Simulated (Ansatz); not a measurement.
Ideal-gas functions of `B[NH][GeH3]` at 400 K and 1 bar, from an Ansatz frequency run at PBE0-D4/def2-TZVP.

Molar mass 103.48 g/mol, point group Cs (symmetry number 1), electronic degeneracy 1, moments of inertia 15.636, 126.768, 136.072 u Å². Harmonic wavenumbers (cm⁻¹, unscaled): 75, 267, 308, 581, 636, 640, 801, 849, 870, 890, 955, 1011, 1173, 1271, 1415, 2152, 2156, 2199, 2558, 2637, 3605.

Use S(trans) = R[1.5 ln M + 2.5 ln T − 1.1517]; rotational temperatures θ = 24.2544 K / I; S(rot) = R[ln(√π/σ · √(T³/θAθBθC)) + 1.5]; for each mode x = 1.438777 ν̃/T, S = R[x/(eˣ − 1) − ln(1 − e⁻ˣ)] and H = RT x/(eˣ − 1); 1 cm⁻¹ = 0.0119627 kJ/mol; R = 8.31446 J/(mol·K).

**Question.** By hand: the entropy, in J/(mol·K).

**Answer.** Translation 172.8. Rotation: θ = 1.5512, 0.1913, 0.1782 K, giving 104.2. Vibration, mode by mode: 19.23, 8.96, 7.88, 3.55, 3.04, 3.00, 1.90, 1.66, 1.56, 1.48, 1.22, 1.04, 0.65, 0.48, 0.31, 0.03, 0.03, 0.03, 0.01, 0.01, 0.00, in all 56.1. Electronic 0.0. Sum 333.1 J/(mol·K).

**Question.** By hand: H − E and G − E in kJ/mol, counted from the electronic energy.

**Answer.** Zero-point energy ½ × 27049 × 0.0119627 = 161.8; thermal vibration 12.6; translation, rotation and pV give 4 RT = 13.3. H − E = 187.7 kJ/mol, and G − E = 187.7 − 400 × 333.1/1000 = 54.5 kJ/mol.

Vibration gives 17 % of the entropy, 19.2 J/(mol·K) of it from the mode under 150 cm⁻¹: soft modes count most, and the harmonic formula is weakest for them.
